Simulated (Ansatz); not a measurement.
`[Cl][GaH][GeH3]` + `OB(O)O` → `OB(O)[O][GeH3]` + `[Cl][GaH2]`  (cleavage of the Ge–Ga bond)

Program: Ansatz. Geometries: PBE0-D4/def2-TZVP. ΔE: electronic, gas phase. CCSD(T)/CBS adds triple-zeta CCSD(T) − MP2 to the extrapolated MP2 energy (def2 sets, frozen cores). This one scheme is used for every species. DFT in def2-TZVPP. B3LYP here is the variant with VWN-RPA as its local correlation; programs differ in this. For Ga, Ge outer-core shells are correlated without core-valence functions, which leaves a few kJ/mol of doubt a bond. Scalar relativity is left out up to krypton. Each species was taken in one conformer, which may not be the lowest.

`[Cl][GaH][GeH3]`:

Z-matrix (Å, degrees):
```
Ge
Ga 1 2.435
H 1 1.538 2 111.9
H 1 1.537 2 109.6 3 120.5
H 1 1.537 2 109.7 3 -120.7
Cl 2 2.159 1 114.2 3 177.9
H 2 1.564 1 132.0 3 -2.3
```

`OB(O)O`:

```xyz
7

O    -0.069   -1.141   -0.747
B     0.000    0.000    0.000
O     0.128    1.213   -0.616
O    -0.059   -0.071    1.363
H    -0.017   -0.962   -1.689
H     0.166    1.936    0.014
H    -0.149   -0.974    1.675
```

`OB(O)[O][GeH3]`:

```xyz
10

O     0.314   -1.062   -1.192
B    -0.339    0.124   -0.982
O    -0.982    0.725   -2.032
O    -0.341    0.685    0.255
Ge    0.477   -0.043    1.674
H     0.248   -1.361   -2.102
H    -1.402    1.546   -1.767
H    -0.143   -1.418    1.954
H     1.980   -0.144    1.383
H     0.189    0.947    2.810
```

`[Cl][GaH2]`:

```xyz
4

Cl   -0.525   -1.446   -1.186
Ga    0.056    0.154    0.126
H    -0.762    0.257    1.446
H     1.232    1.035   -0.385
```

(1) Is it downhill or uphill in electronic energy at CCSD(T)/CBS, and by how much? (An estimate is asked.)

(2) What do these levels give: r2SCAN-D4, ωB97M-V, PBE, r2SCAN, B3LYP, SCS-MP2/def2-TZVPP? (An estimate is asked.)

Largest T1 diagnostic among the species: 0.012.

## Answers

(1) The calculation gave: Uphill: ΔE = +0.16 eV.

(2) The calculation gave: r2SCAN-D4 0.17, ωB97M-V 0.12, PBE 0.30, r2SCAN 0.18, B3LYP 0.17, SCS-MP2/def2-TZVPP 0.02 eV.

In def2-TZVPP, CCSD(T) changes the Hartree–Fock value by +0.16 eV (the triples alone add +0.01 eV) and MP2 by +0.15 eV. From PBE to PBE0 (25 % exact exchange), in def2-TZVPP and without D4, ΔE moves by −0.04 eV.
